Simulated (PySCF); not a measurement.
From one molecule to another.

First species: C₃H₉F₃S₂Si₂.
SMILES: `CS[C@@H](S[SiH2][SiH3])C(F)(F)F`

Second species: C5H13OPS.
SMILES: `CC[P@@](C)(=O)CSC`

Levels: PBE0/pcSseg-1 for dipole moment, HOMO energy, LUMO energy and HOMO–LUMO gap; GFN2-xTB for rotational constant A and rotational constant C. Geometries: GFN2-xTB. All species are isolated and taken at one optimised geometry, non-relativistic unless stated; the electronic structure was computed with PySCF and density fitting.

The conformers computed, where there is a choice (atom-mapped SMILES and torsion angles):
- `[CH3:1][S:2][C@@H:3]([S:4][SiH2:5][SiH3:6])[C:7]([F:8])([F:9])[F:10]`: C1–S2–C3–S4 62°, S2–C3–S4–Si5 62°, C3–S4–Si5–Si6 94°, S2–C3–C7–F8 -55°
- `[CH3:1][CH2:2][P@@:3]([CH3:4])(=[O:5])[CH2:6][S:7][CH3:8]`: C1–C2–P3–C4 180°, C2–P3–C6–S7 164°, P3–C6–S7–C8 73°

(1) Which of the two has the higher rotational constant A, and by how much?

(2) Which has the higher rotational constant C?

(3) Which has the higher HOMO–LUMO gap?

(4) Which has the higher HOMO energy?

(5) Which has the higher LUMO energy?

(6) Which has the higher dipole moment?

Results:

(1) The second: 2.259 GHz against 0.943 GHz, a difference of 1.316 GHz.

(2) The second: 0.839 GHz against 0.438 GHz, a difference of 0.401 GHz.

(3) The second: 7.04 eV against 6.27 eV, a difference of 0.77 eV.

(4) The second: -6.34 eV against -6.92 eV, a difference of 0.58 eV.

(5) The second: 0.70 eV against -0.65 eV, a difference of 1.35 eV.

(6) The second: 2.79 D against 1.93 D, a difference of 0.86 D.

On the first: The dipole matches unit charges of opposite sign 0.40 Å apart (1 e·Å = 4.8032 D). GFN2-xTB frequencies show an imaginary mode (28i cm⁻¹), so this geometry is no minimum at that level.

On the second: A dipole of 2.79 D is allowed in C1, and pure rotational transitions are dipole-allowed. The dipole equals about 9.3 × 10⁻³⁰ C·m (1 D = 3.33564 × 10⁻³⁰ C·m).
